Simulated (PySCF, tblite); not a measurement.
Give a GFN2-xTB geometry of `CC(C)(C)c1oc(Cl)cp1`.

Z-matrix in Å and degrees, rows numbered from 1:
```
C 
C   1  1.5342
C   2  1.5269  1  110.15
C   2  1.5339  1  109.73  3  -121.28
C   2  1.5035  1  108.66  3   119.54
O   5  1.3498  2  116.44  1    60.05
C   6  1.3324  5  111.02  2  -179.49
Cl  7  1.7124  6  115.65  5  -179.87
C   7  1.3536  6  116.37  5     0.02
P   5  1.7177  2  128.71  1  -119.31
H   1  1.0879  2  110.20  3   -59.76
H   1  1.0870  2  110.15  3    60.08
H   1  1.0873  2  110.46  3  -179.80
H   3  1.0869  2  110.16  1   -61.85
H   3  1.0880  2  110.51  1    58.27
H   3  1.0881  2  110.36  1   178.04
H   4  1.0873  2  109.99  1    60.96
H   4  1.0880  2  110.31  1  -179.19
H   4  1.0872  2  110.47  1   -59.03
H   9  1.0724  7  124.36  6   179.92
```

The 5-membered ring C5–O6–C7–C9–P10 has internal angles of 87.8° to 116.4° (sum 540°, against 540° for a flat polygon); it is planar, 0.00 Å rms from its mean plane, widest ring torsion 0°. Of the pairs four or more bonds apart, O6···H13 is among the closest relative to their van der Waals radii: 2.63 Å, 97 % of the sum of Bondi's values. The C–C distances run from 1.354 Å (C7–C9, aromatic) to 1.534 Å (C1–C2, drawn single), a spread of 0.180 Å. The 2 C–P bonds span 1.718 Å (C5–P10, aromatic) to 1.770 Å (C9–P10, aromatic), a spread of 0.052 Å.

Structure optimised with GFN2-xTB, isolated species.

Point group: Cs (every atom within 0.08 Å of its image). Its GFN2-xTB frequencies are all real (lowest 28 cm⁻¹).

All values are computed, not measured.
